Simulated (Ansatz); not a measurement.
Consider the cleavage of the Si–In bond: `[SiH3][SiH2][InH2]` + `[CH3][AlH][OH]` → `[CH3][AlH][O][SiH2][SiH3]` + `[InH3]`.

Isolated molecules relaxed with PBE0-D4/def2-TZVP in Ansatz; ΔE leaves out vibrations. CCSD(T)/CBS adds triple-zeta CCSD(T) − MP2 to the extrapolated MP2 energy (def2 sets, frozen cores). Functionals use def2-TZVPP. B3LYP here is the variant with VWN-RPA as its local correlation; programs differ in this. Elements past krypton have def2 core potentials. For In outer-core shells are correlated without core-valence functions, which leaves a few kJ/mol of doubt a bond. Each species was taken in one conformer, which may not be the lowest.

| level | ΔE (kcal/mol) |
| --- | --- |
| PBE | -9.0 |
| B3LYP | -14.3 |
| HF/def2-TZVPP | -20.9 |
| MP2/CBS(def2) | -13.3 |

What does CCSD(T)/CBS give? (An estimate is asked.)

The calculation gave: -13.6 kcal/mol. The listed levels differ from it by 4.6, -0.7, -7.3, 0.3 kcal/mol.

Largest T1 diagnostic among the species: 0.014.

In def2-TZVPP, CCSD(T) changes the Hartree–Fock value by +6.5 kcal/mol (the triples alone add +0.8 kcal/mol) and MP2 by +6.7 kcal/mol. From PBE to PBE0 (25 % exact exchange), in def2-TZVPP and without D4, ΔE moves by −1.8 kcal/mol.
